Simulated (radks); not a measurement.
Values are calculated unless marked as measured or tabulated.
Kr+, configuration [Ar] 3d10 4s1.5 4p5 4f0.5 (fractional occupations, a model configuration). Code: a radial shooting solver on a logarithmic mesh with Libxc functionals. Model: scalar-relativistic Kohn-Sham, r2SCAN, spin-unpolarised, spherical densities, finite nucleus; meta-GGA in the generalised Kohn-Sham scheme; Fermi nuclear charge, rms radius 4.1884 fm.

Local quantities along the radius. ELF = 1/(1 + alpha^2) is the electron localisation function; alpha = (tau - tau_W)/tau_unif compares the Pauli kinetic energy density with that of the uniform gas; -r V(r) is the screened charge that the Kohn-Sham potential presents (atomic units); 4 pi r^2 rho is in e/bohr. tau is taken from the large components.

r (bohr)	ELF	alpha	-r V(r)	4 pi r^2 rho
0.002253	1.000	0.02008	35.70	2.125
0.003103	1.000	0.02116	35.57	3.706
0.004307	0.999	0.02334	35.39	6.399
0.005931	0.999	0.02710	35.14	10.56
0.008168	0.999	0.03370	34.80	16.67
0.01125	0.998	0.04584	34.34	24.78
0.01549	0.995	0.07023	33.73	33.97
0.0215	0.984	0.1277	32.90	41.92
0.02961	0.930	0.2753	31.86	44.80
0.04078	0.683	0.6810	30.46	41.59
0.05616	0.336	1.406	28.67	37.14
0.07734	0.367	1.312	26.67	40.21
0.1074	0.687	0.6755	24.33	50.70
0.1479	0.781	0.5300	21.55	52.02
0.2036	0.485	1.030	18.38	37.95
0.2804	0.266	1.663	15.03	29.74
0.3862	0.645	0.7417	12.08	36.23
0.5361	0.776	0.5376	8.988	32.61
0.7382	0.527	0.9470	6.534	16.27
1.017	0.181	2.128	4.740	6.812
1.4	0.595	0.8248	3.682	5.279
1.928	0.796	0.5066	2.858	3.432
2.655	0.571	0.8667	2.225	1.100
3.686	0.048	4.460	1.495	0.1378
5.076	0.000	106.9	1.357	0.01744
6.99	0.001	29.85	1.431	0.03395
9.626	0.003	17.02	1.478	0.05616
13.26	0.004	16.56	1.526	0.04251
18.4	0.001	43.08	1.292	0.007294
25.34	0.000	372.0	1.074	0.0002088

On this mesh the ELF has minima near r = 0.066, 0.28, 1.0 bohr, which separate the shells, and maxima near 0.15 (0.78), 0.54 (0.78), 1.9 (0.80).
